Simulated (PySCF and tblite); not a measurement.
Results of a calculation; reference values are marked as such.
C5H4O3S, numbered as in [O:1]=[CH:2][C:3]1=[CH:4][S:5](=[O:6])(=[O:7])[CH:8]=[CH:9]1.

Search: ETKDG and KDG, MMFF94s, GFN2-xTB, 60 starts; geometries at GFN2-xTB. Weights use PBE0-D3(BJ)/pcSseg-1 (IEF-PCM, chloroform) energies plus GFN2-xTB zero-point and thermal terms (modes under about 100 cm⁻¹ blended into free rotors). Symmetry numbers and mirror images are counted. Conformers within 3 kcal/mol (GFN2-xTB free energy) were kept, 10 at most. (PySCF 2.14, tblite 0.8.)

Torsions listed: O1–C2–C3–C4. The 5-ring runs over atoms 3–4–5–8–9.

```csv
conformer,shape,symmetry,dipole D
1,5-ring flat; 0°,Cs,5.37
2,5-ring flat; 180°,Cs,2.51
```

(1) Which of these conformers is the most populated at 298.15 K, and with what share?

(2) Give the DFT energies and free energies relative to the lowest, and all weights.

(3) How does its share change from 200 K to 400 K?

Answers

(1) Conformer 2, about 97 %.

(2) 
```json
{"conformer": "1", "shape": "5-ring flat; 0°", "E(DFT) kcal/mol": "2.24", "G(298.15 K) kcal/mol": "2.12", "weight %": "2.7"}
{"conformer": "2", "shape": "5-ring flat; 180°", "E(DFT) kcal/mol": "0.00", "G(298.15 K) kcal/mol": "0.00", "weight %": "97.3"}
```

(3) From 100 % to 93 %; the mixing entropy goes from 0.06 to 0.48 cal/(mol K).


Conformer gaps in pcSseg-1 on xTB geometries can be 2 kcal/mol off for S=O, P=O and other polar bonds.